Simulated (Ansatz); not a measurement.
`[OH][GeH2][NH][SiH](O)F` + H₂S → `[OH][GeH2][SH]` + `N[SiH](O)F`  (ligand exchange at a Ge–N bond)

Isolated molecules relaxed with PBE0-D4/def2-TZVP in Ansatz; ΔE leaves out vibrations. CBS: MP2 limit from def2 TZ/QZ plus the TZ coupled-cluster correction, frozen cores. This one scheme is used for every species. DFT in def2-TZVPP. For Ge outer-core shells are correlated without core-valence functions, which leaves a few kJ/mol of doubt a bond. Scalar relativity is left out up to krypton. One conformer a species, not always the lowest.

CCSD(T)/CBS gives -4.1 kcal/mol.

Question: Another level gave -5.4 kcal/mol. Which?
A. PBE/def2-TZVPP
B. CCSD/def2-TZVPP
C. PBE-D4/def2-TZVPP
D. B2PLYP/def2-TZVPP

Answer: D. B2PLYP -5.4, PBE -7.7, CCSD/def2-TZVPP -3.5, PBE-D4 -6.4 kcal/mol.

Largest T1 diagnostic among the species: 0.012.

In def2-TZVPP, CCSD(T) changes the Hartree–Fock value by +2.9 kcal/mol (the triples alone add +0.3 kcal/mol) and MP2 by +2.3 kcal/mol. The D4 term adds +2.0 kcal/mol with B3LYP and +1.1 kcal/mol with PBE0; it sums over pairs of atoms, weighted by their polarisabilities, and B3LYP, whose exchange is more repulsive, gets the larger term.

B3LYP here is the variant with VWN-RPA as its local correlation; programs differ in this.
